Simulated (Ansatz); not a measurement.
One geometry of `C[C@@H](F)[C@@H]1BC1`, several functionals.

```yaml
crystal:
  periodic: [false, false, false]
  atoms:
    - {symbol: C, position_ang: [0.258125, -1.778037, 0.581468]}
    - {symbol: C, position_ang: [0.799741, -0.470184, 0.058086]}
    - {symbol: F, position_ang: [1.834688, -0.755634, -0.831925]}
    - {symbol: C, position_ang: [-0.233880, 0.375009, -0.628709]}
    - {symbol: B, position_ang: [-0.064939, 1.872414, -0.872643]}
    - {symbol: C, position_ang: [-1.023030, 1.397885, 0.210210]}
    - {symbol: H, position_ang: [-0.538547, -1.590236, 1.304160]}
    - {symbol: H, position_ang: [-0.151509, -2.368952, -0.240802]}
    - {symbol: H, position_ang: [1.045471, -2.354956, 1.069789]}
    - {symbol: H, position_ang: [1.250875, 0.101734, 0.878888]}
    - {symbol: H, position_ang: [-0.819121, -0.176065, -1.365325]}
    - {symbol: H, position_ang: [0.448051, 2.753720, -1.472493]}
    - {symbol: H, position_ang: [-0.718180, 1.512451, 1.249494]}
    - {symbol: H, position_ang: [-2.100645, 1.451751, 0.088603]}
basis:
  gaussian: {orbitals: def2-TZVPP}
hamiltonian: {xc: {name: wB97X-V}}
output: {orbitals: {seedname: orbitals}}
```

```sh
$ ansatz run in.yaml --threads 4 --pin off --events-out ev --progress --plain --max-ram 10444MiB
```

Output, abridged:

```
Functional definition: wB97X-V
  name "wB97X-V"
  cite "Mardirossian & Head-Gordon, Phys. Chem. Chem. Phys. 16, 9904 (2014) doi:10.1039/C3CP54374A"
  cite "Becke, J. Chem. Phys. 107, 8554 (1997) doi:10.1063/1.475007"
  cite "Vydrov & Van Voorhis, J. Chem. Phys. 133, 244103 (2010) doi:10.1063/1.3521275"
  parameter omega = 0.3/bohr
  parameter cx = 0.167
  parameter cx1 = 0.603
  parameter cx2 = 1.194
  parameter css0 = 0.556
  parameter css1 = -0.257
  parameter cos0 = 1.219
  parameter cos1 = -1.850
  parameter b = 6.0
  parameter c = 0.01
  exchange = spin_sum(e_x_unif_sr(omega)*poly(b97_u_x, 1 - cx, cx1, cx2)) + cx*exact_x_sr(omega) + exact_x_lr(omega)
  correlation = spin_sum(e_c_pw_same_spin*poly(b97_u_same, css0, css1))
      + integral(e_c_pw_opposite_spin*poly(b97_u_opposite, cos0, cos1)) + vv10(b, c)
1517 factors; their error is unknown
397 factors; integrals over basis functions are off by at most 8.3e-6 eV
mean field evaluation 1: about -7665.2183 eV, gradient 5.1e1 eV
mean field evaluation 2: about -7668.1272 eV, gradient 3.7e1 eV
mean field evaluation 4: about -7670.9826 eV, gradient 1.6e0 eV
mean field evaluation 8: about -7670.9975 eV, gradient 4.2e-2 eV
mean field evaluation 16: about -7670.9720 eV, gradient 3.0e-4 eV
mean field -7670.97202990 eV, -281.9030225271 hartree, gradient 4.6e-5 eV, S^2 0.000000; 0 other end points of the search recorded, 0 dependent functions left out
reference -7670.97202762 eV, -281.9030224435 hartree; 23, 23 occupied and 275, 275 virtual orbitals, 1517 factors
Total energy: -7670.97202762 eV, -281.9030224435 hartree
```

Run time 10 s (4 threads of an Arm Neoverse V1 on a shared host); peak host memory 0.96 GiB.

With the line `hamiltonian: {xc: {name: B2PLYP}}` (abridged; 8 s):

```
Functional definition: B2PLYP
mean field evaluation 16: about -7657.8094 eV, gradient 1.8e-4 eV
mean field -7657.80940831 eV, -281.4193051056 hartree, gradient 6.4e-6 eV, S^2 0.000000
6 core orbitals not correlated: weight in the atoms' cores, before any rotation towards them, 1.000 or more for the frozen orbitals, at most 0.000 for the correlated occupied ones
second order -33.39229091 eV of doubles, -0.00000000 eV of singles
Total energy: -7666.82551254 eV, -281.7506408247 hartree
```
